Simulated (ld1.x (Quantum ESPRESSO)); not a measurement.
# An all-electron radial function and its pseudo partner (potassium (K))

Columns: radius, all-electron u(r) and pseudo u(r) of the 3s shell (level -36.53 eV) of potassium in the configuration [Ne] 3s2 3p6 3d1 4s0 4p0; LDA (PZ), scalar-relativistic, TM scheme, ld1.x (Quantum ESPRESSO) 7.5.

| r (bohr) | all-electron | pseudo |
| --- | --- | --- |
| 0.210 | -0.4459 | 0.2053 |
| 0.420 | -0.1996 | 0.4155 |
| 0.630 | 0.4524 | 0.6290 |
| 0.840 | 0.8548 | 0.8204 |
| 1.050 | 0.9787 | 0.9325 |
| 1.260 | 0.9321 | 0.9200 |
| 1.470 | 0.8086 | 0.8081 |
| 1.680 | 0.6646 | 0.6646 |
| 1.890 | 0.5278 | 0.5278 |
| 2.100 | 0.4096 | 0.4096 |
| 2.310 | 0.3127 | 0.3127 |
| 2.520 | 0.2357 | 0.2357 |
| 2.730 | 0.1761 | 0.1761 |
| 2.940 | 0.1305 | 0.1305 |
| 3.150 | 0.0963 | 0.0963 |
| 3.360 | 0.0706 | 0.0706 |
| 3.570 | 0.0516 | 0.0516 |
| 3.780 | 0.0376 | 0.0376 |
| 3.990 | 0.0274 | 0.0274 |
| 4.200 | 0.0199 | 0.0199 |
| 4.410 | 0.0144 | 0.0144 |
| 4.620 | 0.0104 | 0.0104 |
| 4.830 | 0.0075 | 0.0075 |
| 5.040 | 0.0054 | 0.0054 |
| 5.250 | 0.0039 | 0.0039 |
| 5.460 | 0.0028 | 0.0028 |

Task: How many radial nodes do the two functions have?

Result: The all-electron 3s function has n − l − 1 = 2 (the table is too coarse to show those close to the nucleus); the pseudo-wave has 0, since the states of the same l below it are removed with the core.

Task: At about which radius was the pseudo-wave matched?

Result: 1.65 bohr, where the columns begin to agree (steps of 0.21 bohr).

Task: Is the pseudo-wave norm-conserving?

Result: Yes: the TM scheme keeps the norm inside the radius equal to the all-electron one, which fixes the energy derivative of the logarithmic derivative at the level.
